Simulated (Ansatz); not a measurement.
Species: 1,3-thiazol-2-ylsilane, C3H5NSSi, charge 0, multiplicity 1. SMILES: [SiH3]c1nccs1
Coordinates optimised at B3LYP-D3(BJ)/def2-TZVP (Ansatz, a program for electronic structure):
```xyz
11

Si     2.2045     0.2241     0.0526
C      0.3326     0.2107     0.0713
N     -0.3969     1.2311     0.4463
C     -1.7327     0.9607     0.3661
C     -2.0526    -0.2900    -0.0782
S     -0.6224    -1.1685    -0.4110
H      2.7185     0.4670     1.4174
H      2.6899     1.2827    -0.8583
H      2.6598    -1.1001    -0.4278
H     -2.4477     1.7200     0.6473
H     -3.0307    -0.7183    -0.2194
```

Property: atomisation energy (electronic, to ground-state atoms), in kJ/mol. Correlated levels leave the core frozen unless marked. Open shells are spin-unrestricted. Spin-orbit coupling is left out. No relativistic terms. The coupled-cluster limit lacks core correlation, which all-electron functionals hold. CBS marks a two-point X^-3 extrapolation of the correlation energy; Hartree-Fock from the larger set.

```csv
level,program,atomisation energy (kJ/mol)
PBE-D3(BJ)/def2-TZVPD,Ansatz + dftd3,4558.1
PBE0-D3(BJ)/def2-TZVP,Ansatz + dftd3,4445.1
wB97X-V/def2-TZVPD,Ansatz,4416.7
RPA@PBE/cc-pV(T+d)Z,Ansatz,4052.6
MP2/aug-cc-pV(D+d)Z,Ansatz,4174.7
```

Problem. Estimate the value at CCSD(T)/CBS(aug-cc-pV(T+d)Z,aug-cc-pV(Q+d)Z) as computed with Ansatz.

Solution. 4389.8 kJ/mol, so MP2/aug-cc-pV(D+d)Z differs from it by -215.1 kJ/mol.
